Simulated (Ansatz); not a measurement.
Relaxation of BF3H (5 atoms, charge 0, multiplicity 2), to a largest force component of 0.03 eV/Å in at most 50 steps.

Method: UKS BHLYP/6-31G* in Ansatz.

```xyz
5
Properties=species:S:1:pos:R:3:forces:R:3
B 0.000 0.452 -0.501 0.00 -0.02 0.04
F 0.000 0.281 2.012 0.00 0.79 -0.68
F 1.133 -0.194 -0.572 0.01 -0.01 0.00
F -1.133 -0.194 -0.571 -0.01 -0.01 0.00
H 0.000 -0.344 2.672 0.00 -0.75 0.64
```

**Question.** Where does it end, and by what steps?

**Answer.** The forces met the threshold. The force dipped under the threshold on the way, but the program's further checks kept it going. After 23 steps the energy has fallen by 0.093 eV; H5 moved furthest, 0.79 Å.

```json
{"step": "0", "energy less start (eV)": "0.0000", "largest force component (eV/Å)": "0.787", "accepted": "yes"}
{"step": "1", "energy less start (eV)": "0.0226", "largest force component (eV/Å)": "2.113", "accepted": "no"}
{"step": "2", "energy less start (eV)": "-0.0244", "largest force component (eV/Å)": "0.252", "accepted": "yes"}
{"step": "3", "energy less start (eV)": "-0.0267", "largest force component (eV/Å)": "0.970", "accepted": "yes"}
{"step": "4", "energy less start (eV)": "-0.0491", "largest force component (eV/Å)": "0.658", "accepted": "yes"}
{"step": "5", "energy less start (eV)": "-0.0600", "largest force component (eV/Å)": "0.578", "accepted": "yes"}
{"step": "6", "energy less start (eV)": "-0.0626", "largest force component (eV/Å)": "0.092", "accepted": "yes"}
{"step": "7", "energy less start (eV)": "-0.0628", "largest force component (eV/Å)": "0.133", "accepted": "yes"}
{"step": "8", "energy less start (eV)": "-0.0633", "largest force component (eV/Å)": "0.012", "accepted": "yes"}
{"step": "9", "energy less start (eV)": "-0.0635", "largest force component (eV/Å)": "0.077", "accepted": "yes"}
{"step": "10", "energy less start (eV)": "-0.0637", "largest force component (eV/Å)": "0.154", "accepted": "yes"}
{"step": "11", "energy less start (eV)": "-0.0659", "largest force component (eV/Å)": "0.040", "accepted": "yes"}
{"step": "12", "energy less start (eV)": "-0.0672", "largest force component (eV/Å)": "0.243", "accepted": "yes"}
{"step": "13", "energy less start (eV)": "-0.0178", "largest force component (eV/Å)": "2.049", "accepted": "no"}
{"step": "14", "energy less start (eV)": "-0.0739", "largest force component (eV/Å)": "0.148", "accepted": "yes"}
{"step": "15", "energy less start (eV)": "-0.0641", "largest force component (eV/Å)": "1.138", "accepted": "no"}
{"step": "16", "energy less start (eV)": "-0.0783", "largest force component (eV/Å)": "0.137", "accepted": "yes"}
{"step": "17", "energy less start (eV)": "-0.0820", "largest force component (eV/Å)": "0.182", "accepted": "yes"}
{"step": "18", "energy less start (eV)": "-0.0841", "largest force component (eV/Å)": "0.443", "accepted": "yes"}
{"step": "19", "energy less start (eV)": "-0.0911", "largest force component (eV/Å)": "0.054", "accepted": "yes"}
{"step": "20", "energy less start (eV)": "-0.0916", "largest force component (eV/Å)": "0.155", "accepted": "yes"}
{"step": "21", "energy less start (eV)": "-0.0926", "largest force component (eV/Å)": "0.067", "accepted": "yes"}
{"step": "22", "energy less start (eV)": "-0.0930", "largest force component (eV/Å)": "0.034", "accepted": "yes"}
{"step": "23", "energy less start (eV)": "-0.0930", "largest force component (eV/Å)": "0.004", "accepted": "yes"}
```

```xyz
5
Properties=species:S:1:pos:R:3
B 0.029 0.416 -0.343
F 0.250 0.309 2.072
F 1.191 -0.082 -0.655
F -0.982 -0.393 -0.086
H -0.488 -0.250 2.053
```

Whether the end is a true minimum wasn't checked by a vibrational analysis.

Time of the run: 52 s on 1 thread of Arm Neoverse V2 (shared host), peak memory 0.13 GiB.
